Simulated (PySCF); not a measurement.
Precursor series Zn CH3-H. Gas-phase values, no solvent. One relaxed conformer stands for each flexible species; it need not be the lowest.

The HOMO from two functionals at the same geometries (BP86-D3(BJ)/def2-SVP), both in PySCF: PBE-D3(BJ)/def2-TZVP and B3LYP-D3(BJ)/def2-TZVP. B3LYP has the VWN-RPA correlation part, as in Gaussian. 

```json
[
 {"species": "0 of 2 CH3 replaced by H", "PBE-D3(BJ)/def2-TZVP (eV)": "-6.03", "B3LYP-D3(BJ)/def2-TZVP (eV)": "-6.94"},
 {"species": "1 of 2 CH3 replaced by H ([Zn(CH3)(H)])", "PBE-D3(BJ)/def2-TZVP (eV)": "-6.39", "B3LYP-D3(BJ)/def2-TZVP (eV)": "-7.33"},
 {"species": "2 of 2 CH3 replaced by H ([Zn(H)2])", "PBE-D3(BJ)/def2-TZVP (eV)": "-6.85", "B3LYP-D3(BJ)/def2-TZVP (eV)": "-7.84"}
]
```

Over these rows, drawn at random from the members with no instability flagged (it was tested for open shells, ions and some series alone), PBE minus B3LYP-D3(BJ): mean +0.95 eV, from +0.91 eV to +0.99 eV.
